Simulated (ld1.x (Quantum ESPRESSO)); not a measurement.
# Tl (Z = 81): one change to a TM potential, before and after

| Quantity | Value |
| --- | --- |
| Element | Tl (Z = 81) |
| Generator | ld1.x (Quantum ESPRESSO) 7.5 |
| Type | norm-conserving Troullier–Martins (Kleinman–Bylander form) |
| Functional | LDA (PZ) |
| Relativity | fully relativistic |
| Frozen core | [Xe] 4f14 |
| Valence charge | 13 |
| Reference configuration | 5d10 6s1.5 6p1.5 |
| Partial waves | 6p (bound): rc 2.65 bohr; 5d (bound): rc 2.10 bohr; 6s (bound): rc 1.55 bohr |
| Local potential | the s channel |
| Core correction | Bessel-smoothed model core inside 0.95 bohr |

Open shells are filled in proportion to 2j + 1 (rel_dist='average').

Change: wave 6p (bound): rc 2.65 bohr becomes 6p (bound): rc 3.96 bohr.

Cutoffs: the cutoffs (Ry, on a coarse ladder) from which the occupation-weighted sum of valence levels, in a spherical-Bessel basis at the reference potential, stays within 10 and 1 mRy of its value at 400 Ry; they do not see the model core or the augmentation charge, which bear on the density cutoff. Errors are all-electron minus pseudo energies relative to the spin-unpolarised reference configuration.

Problem. Predict the effect on cutoff, ghosts and configuration errors.

Solution. The potential gets neither clearly harder nor softer (50 Ry and 140 Ry → 50 Ry and 140 Ry); a bound ghost appears in p, which as a rule spoils a file; of the 7 tests that both files solve, the error grows in 5 and shrinks in 1 by more than 15 % and 0.3 meV (median size 3.6 → 6.1 meV).

```tsv
quantity	base	changed
cutoff, loose	50 Ry	50 Ry
cutoff, tight	140 Ry	140 Ry
loose cutoff by channel (10 mRy a level)	p 8 Ry, d 40 Ry, s 35 Ry	p 6 Ry, d 40 Ry, s 35 Ry
bound ghosts	none	p1/2
error for 5d10 6s2 6p1, meV [ΔE -3.63 eV]	-0.4	+2.7
error for 5d10 6s2 6p0, meV [ΔE 1.89 eV]	-6.6	-6.1
error for 5d10 6s1 6p0, meV [ΔE 23.09 eV]	-3.6	-37
error for 5d10 6s0 6p0, meV [ΔE 53.69 eV]	-26	-104
error for 5d10 6s2 6p0.5, meV [ΔE -1.61 eV]	-2.5	+1.0
error for 5d10 6s1 6p1, meV [ΔE 10.14 eV]	+1.2	+1.9
error for 5d10 6s0 6p3, meV [ΔE 11.50 eV]	-15	+21
```

 A true bound ghost makes a file unfit for plane-wave use even where its test errors are small: the radial tests pick states by their node count and pass the ghost by.
